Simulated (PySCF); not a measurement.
Compound: trans-Ag(H2O)2F2 (doublet state).
Bonds: Ag1–O2, Ag1–F5, Ag1–O6, Ag1–F9. Hydrogens: H3, H4 on O2; H7, H8 on O6.

Method: PBE0-D3(BJ)/def2-SVP geometry optimisation, gas phase, def2 core potentials past Kr (PySCF 2.14.0).

Task: Give the optimised bond lengths and angles.

Result: 
| bond | length (Å) |
| --- | --- |
| Ag1–O2, Ag1–O6 | 2.242 |
| Ag1–F5, Ag1–F9 | 2.009 |
| O2–H3, O6–H8 | 0.999 |
| O2–H4, O6–H7 | 0.965 |

Bonds in one row agree within 0.01 Å and their mean is given. A selection of angles:
| angle | degrees |
| --- | --- |
| O2–Ag1–F5 | 109.9 |
| O2–Ag1–O6 | 179.7 |
| O2–Ag1–F9 | 69.9 |
| F5–Ag1–F9 | 179.7 |
| Ag1–O2–H3 | 78.7 |
| Ag1–O2–H4 | 112.4 |
| H3–O2–H4 | 106.7 |

The 5 heavy atoms lie in one plane (0.002 Å rms). O2 (oxygen bonded to Ag and 2 H) is pyramidal (angles 112.4°, 106.7° and 78.7°, sum 297.8°, 0.53 Å off the plane of its three neighbours). Ag1 (silver bonded to 2 F and 2 O) has angles from 69.8° to 179.7°.

Point group: Ci (every atom within 0.08 Å of its image). PBE0-D3(BJ)/def2-SVP frequencies: not computed here. ⟨S²⟩ = 0.753 (exact for a doublet: 0.75).

For an open-shell metal species like this, the optimisation's SCF solution wasn't tested for stability and no frequencies at its level were run, so a lower state or another shape may exist.
